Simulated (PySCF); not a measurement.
The vertical singlet excitations below were computed for one of the candidates. Method: TDDFT CAM-B3LYP/def2-SVPD, vertical, gas phase, core orbitals frozen in the response (PySCF 2.14.0, density-fitted response routines). Geometries: GFN2-xTB, one conformer each.

```json
{"state": "S1", "ν̃ (cm⁻¹)": "31080", "f": "0.0002", "main configurations (H = HOMO, L = LUMO)": "H→L (87%)"}
{"state": "S2", "ν̃ (cm⁻¹)": "34520", "f": "0.0002", "main configurations (H = HOMO, L = LUMO)": "H-1→L+1 (54%), H-1→L (16%), H-2→L+1 (12%)"}
{"state": "S3", "ν̃ (cm⁻¹)": "47020", "f": "0.145", "main configurations (H = HOMO, L = LUMO)": "H-1→L (67%), H-2→L (18%)"}
{"state": "S4", "ν̃ (cm⁻¹)": "48970", "f": "0.101", "main configurations (H = HOMO, L = LUMO)": "H-2→L (71%), H-1→L (11%), H→L+1 (8%)"}
{"state": "S5", "ν̃ (cm⁻¹)": "50530", "f": "0.011", "main configurations (H = HOMO, L = LUMO)": "H→L+1 (78%), H-1→L+1 (12%)"}
{"state": "S6", "ν̃ (cm⁻¹)": "54620", "f": "0.058", "main configurations (H = HOMO, L = LUMO)": "H-2→L+1 (82%), H-1→L+1 (15%)"}
{"state": "S7", "ν̃ (cm⁻¹)": "55940", "f": "0.0027", "main configurations (H = HOMO, L = LUMO)": "H-3→L (62%)"}
{"state": "S8", "ν̃ (cm⁻¹)": "59240", "f": "0.0030", "main configurations (H = HOMO, L = LUMO)": "H→L+2 (60%), H-3→L (12%)"}
```

**Question.** Which structure fits? All have the formula C7H8O2.
A. `CC#C/C=C\OC(C)=O`
B. `C#CCC/C=C\C(=O)O`
C. `C=C/C=C\C(=C)C(=O)O`
D. `O=C[C@@H]1CC=CC(=O)C1`

**Answer.** D. Its S1, at 3.85 eV, is the lowest among the candidates; the nearest of the others has S1 at 4.53 eV. S1 is HOMO→LUMO (87%). Löwdin shares by element: HOMO oxygen 55% or more, carbon 30% or more (atoms not listed hold the other 15%); LUMO carbon 53% or more, oxygen 20% or more (atoms not listed hold the other 26%). At the same level the other candidates give, for their lowest levels:
- `C#CCC/C=C\C(=O)O`: 4.99 eV (f 0.001); 6.01 eV (f 0.307); 6.38 eV (f 0.035); 6.56 eV (f 0.069); 6.71 eV (f 0.003); T1 3.79 eV; HOMO -9.13, LUMO -0.41 eV
- `C=C/C=C\C(=C)C(=O)O`: 4.53 eV (f 0.204); 5.18 eV (f 0.005); 5.66 eV (f 0.379); 6.42 eV (f 0.378); 6.55 eV (f 0.007); T1 2.75 eV; HOMO -7.87, LUMO -0.77 eV
- `CC#C/C=C\OC(C)=O`: 5.32 eV (f 0.519); 5.36 eV (f 0.001); 5.78 eV (f 0.001); 6.12 eV (f 0.001); 6.41 eV (f 0.001); T1 3.34 eV; HOMO -7.84, LUMO 0.12 eV
Triplets come from the Tamm–Dancoff approximation.
